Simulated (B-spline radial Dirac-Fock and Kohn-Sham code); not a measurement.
# Dipole and non-dipole photoemission parameters of Cd 4d5/2

System: the free cadmium atom, 1s2 2s2 2p6 3s2 3p6 3d10 4s2 4p6 4d10 5s2; threshold 16.22 eV (orbital energy of the model). These are calculated numbers from a radial finite-basis atomic code; the model is Dirac-Hartree-Slater photoionisation with a Latter tail; cross sections with all multipoles, angular parameters from the dipole term and its interference with E2.

```csv
hν (eV),σ (kb),β,γ,δ
86.4,1590,1.749,-0.034,0.001
99,529,1.999,-0.044,-0.002
127,146,-0.461,0.192,-0.014
134,164,-0.723,0.215,-0.015
200,372,0.304,0.090,-0.013
210,382,0.398,0.076,-0.012
256,384,0.701,0.029,-0.009
300,350,0.875,0.000,-0.006
365,287,1.034,-0.022,-0.001
367,286,1.038,-0.022,-0.001
373,280,1.049,-0.023,0.000
503,179,1.206,-0.022,0.008
600,129,1.264,-0.002,0.014
627,118,1.275,0.006,0.015
644,112,1.281,0.011,0.016
800,70.7,1.315,0.063,0.023
1140,30.3,1.317,0.193,0.036
1230,25.0,1.310,0.227,0.039
1253.6,23.8,1.308,0.236,0.040
1400,17.8,1.293,0.289,0.045
1620,11.9,1.266,0.366,0.053
2000,6.56,1.217,0.485,0.066
2984.4,1.93,1.097,0.739,0.101
4570,0.472,0.943,1.018,0.160
5710,0.217,0.858,1.159,0.202
6000,0.181,0.839,1.189,0.212
7410,?,?,?,?
10100,0.0263,0.646,1.480,0.351
11900,0.0139,0.588,1.562,0.408
12900,0.0101,0.560,1.599,0.438
```

Q: Give the values at 7410 eV.

A: σ = 0.0842 kb, β = 0.759, γ = 1.312, δ = 0.262.
